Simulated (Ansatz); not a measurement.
`F[SiH]1[CH2][AlH]1` + SiH₄ → `[SiH3][SiH]1[CH2][AlH]1` + H–F at 400 K and 1 bar (formal exchange of groups at the Si–F bond).

Calculated with Ansatz (gas phase, PBE0-D4/def2-TZVP geometries, no zero-point term in ΔE). CBS: MP2 limit from def2 TZ/QZ plus the TZ coupled-cluster correction, frozen cores. This one scheme is used for every species.

```csv
species,CCSD(T)/CBS energy (Eh),H − E (kJ/mol),S (J/(mol·K))
`F[SiH]1[CH2][AlH]1`,-671.34781,141.6,347.5
SiH₄,-291.46306,96.9,218.6
`[SiH3][SiH]1[CH2][AlH]1`,-862.37337,208.3,404.2
H–F,-100.39570,36.5,182.2
```

H − E and S are ideal-gas, rigid-rotor, harmonic terms from PBE0-D4/def2-TZVP, for one conformer and one mirror image of each species. 1 Eh = 2625.50 kJ/mol, R = 8.31446 J/(mol·K).

Question: By hand: ΔE, ΔH, ΔS and ΔG.

Answer: ΔE = (-862.37337) + (-100.39570) − (-671.34781) − (-291.46306) = 0.04180 Eh = 109.7 kJ/mol. Δ(H − E) = 208.3 + 36.5 − 141.6 − 96.9 = 6.3, so ΔH = 116.0 kJ/mol. ΔS = 404.2 + 182.2 − 347.5 − 218.6 = 20.3 J/(mol·K). ΔG = 116.0 − 400 × (20.3)/1000 = 107.9 kJ/mol.

Question: By hand: the equilibrium constant, and the temperature at which ΔG would vanish if ΔH and ΔS stayed fixed.

Answer: log₁₀ K = −ΔG/(RT ln 10) = -14.1. ΔG = 0 at ΔH/ΔS = 5714 K, far beyond where these terms or the molecules hold.

ΔH outweighs TΔS. A doubt of 5 kJ/mol in ΔE shifts log₁₀ K by 0.7 here. Other conformers and mirror images would add mixing entropy, several J/(mol·K) or more a flexible species. Modes under 60 cm⁻¹, often nearly free rotors, make the harmonic entropy too high. These are equilibria of isolated gas molecules and say nothing of rates. Largest T1 diagnostic: 0.014 (customary marks: 0.02 for closed shells, 0.045 for open ones).
